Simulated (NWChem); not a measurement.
Molecule: SiN, doublet; SMILES [Si]#N

```xyz
2

Si     0.0000     0.0000    -0.5264
N      0.0000     0.0000     1.0485
```
Atoms are numbered in this order, from 1.

Results from NWChem. Spin-unrestricted. Spin-contaminated determinants: UHF/def2-TZVP (<S²> = 1.19). Geometry: optimised at PBE0/def2-SVP, spin-unrestricted. No stability test was run on the SCF state. Vzz is the largest principal value of the second derivative of the potential at the nucleus (NWChem prints the opposite sign); η is the asymmetry. Non-relativistic.

| level | Vzz N2 (a.u.) | η N2 |
|---|---|---|
| UHF/def2-TZVP | … | 0.00 |
| PBE/cc-pVTZ | 0.613 | 0.00 |
| PBE/def2-TZVP | 0.608 | 0.00 |

Question: Complete the blanks.

Answer: 
- UHF/def2-TZVP, Vzz N2 (a.u.): 0.686
